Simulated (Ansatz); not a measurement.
A structure relaxed at PBE-D4/def2-SVP in Ansatz, charge 0, singlet:

| atom | x (Å) | y (Å) | z (Å) |
| --- | --- | --- | --- |
| Ge1 | -2.192 | -3.438 | -1.992 |
| Ge2 | -2.784 | 0.164 | 3.654 |
| Ge3 | 1.642 | 1.063 | 3.477 |
| Ge4 | 1.730 | -2.491 | -2.523 |
| Ge5 | 3.563 | -0.318 | 0.280 |
| Ge6 | -0.300 | -1.143 | 0.683 |
| Ge7 | -3.049 | 0.523 | -1.621 |
| Ge8 | -1.101 | 2.749 | 1.019 |
| Ge9 | 0.915 | 1.401 | -2.173 |
| Ge10 | 2.766 | 3.603 | 0.656 |
| Ge11 | -2.205 | -1.665 | 2.136 |
| Ge12 | -0.041 | -2.997 | -0.907 |
| Ge13 | -3.095 | -1.442 | -3.078 |
| Ge14 | 1.795 | -0.812 | 1.908 |
| Ge15 | -3.001 | 2.309 | 2.500 |
| Ge16 | 0.987 | 3.081 | 2.257 |
| Ge17 | 3.829 | -2.169 | -1.302 |
| Ge18 | 1.258 | -0.433 | -3.761 |
| Ge19 | 2.998 | 1.744 | -0.923 |
| Ge20 | -0.865 | 0.890 | -0.569 |
| H21 | -2.034 | -4.578 | -3.041 |
| H22 | -3.204 | -3.926 | -0.913 |
| H23 | -4.123 | -0.171 | 4.379 |
| H24 | -1.679 | 0.281 | 4.741 |
| H25 | 3.044 | 1.295 | 4.120 |
| H26 | 0.637 | 0.751 | 4.624 |
| H27 | 1.879 | -3.680 | -3.524 |
| H28 | 4.902 | -0.084 | 1.051 |
| H29 | -4.090 | 0.321 | -0.480 |
| H30 | -3.471 | 1.794 | -2.416 |
| H31 | -1.392 | 4.054 | 0.208 |
| H32 | 0.549 | 2.715 | -2.935 |
| H33 | 4.113 | 3.817 | 1.409 |
| H34 | 2.430 | 4.915 | -0.112 |
| H35 | -1.913 | -2.964 | 2.943 |
| H36 | -3.429 | -1.954 | 1.216 |
| H37 | 0.387 | -4.272 | -0.109 |
| H38 | -4.562 | -1.716 | -3.528 |
| H39 | -2.262 | -1.137 | -4.355 |
| H40 | 2.151 | -2.129 | 2.670 |
| H41 | -3.134 | 3.455 | 3.547 |
| H42 | -4.305 | 2.294 | 1.649 |
| H43 | 0.816 | 4.266 | 3.260 |
| H44 | 4.211 | -3.472 | -0.539 |
| H45 | 4.980 | -1.841 | -2.299 |
| H46 | 2.485 | -0.093 | -4.662 |
| H47 | 0.019 | -0.608 | -4.687 |
| H48 | 4.146 | 2.050 | -1.938 |

Task: Give its formula and point group.

Result: Ge₂₀H₂₈, a nanocrystal cut from cubic germanium. Point group C2 (tolerance 0.1 Å).

Task: Summarise the bond lengths by kind (pairs closer than 1.2 times the sum of covalent radii, bridged metal pairs left out).

Result: 26 × Ge–Ge 2.45 to 2.46 Å; 28 × Ge–H 1.55 to 1.56 Å.

Single mean-field runs in def2-SVP are fitted with def2-universal-jkfit.
